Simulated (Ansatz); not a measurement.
## Worked example: CH8O2Si2 → CH7O2Si2 + H

Species: CH8O2Si2 `O[SiH2]C[SiH2]O`, singlet; CH7O2Si2 `O[SiH]C[SiH2]O`, doublet; H atom, doublet. 

Shapes, held fixed at every level: PBE0-D4/def2-TZVP. Flexible molecules stand in one conformer, not always the lowest. Programs: Ansatz 0.2.0. Electronic energies: no zero-point or thermal term.

At CCSD(T)/CBS estimate; 1 Eh = 2625.50 kJ/mol:

| species | energy (Eh) |
| --- | --- |
| CH8O2Si2 | -771.487064 |
| CH7O2Si2 | -770.824341 |
| H | -0.500000 |

Problem. Work out ΔE of the reaction at this level.

Solution. 
1. Products less reactants: (-770.824341) + (-0.500000) − [(-771.487064)] = 0.162723 Eh = +427.2 kJ/mol.

Other levels give +339.7 (HF/def2-TZVPP) to +420.7 kJ/mol (CCSD(T)/def2-TZVPP). No measured value is set beside it here. Open shells run unrestricted. The CBS estimate extrapolates MP2 from def2-TZVPP and def2-QZVPP and adds CCSD(T) − MP2 in the triple-zeta set, cores frozen. CCSD(T)/CBS estimate lies outside the range of all other levels here, so it shouldn't be taken on trust. The median of the other levels is +411.1 kJ/mol.
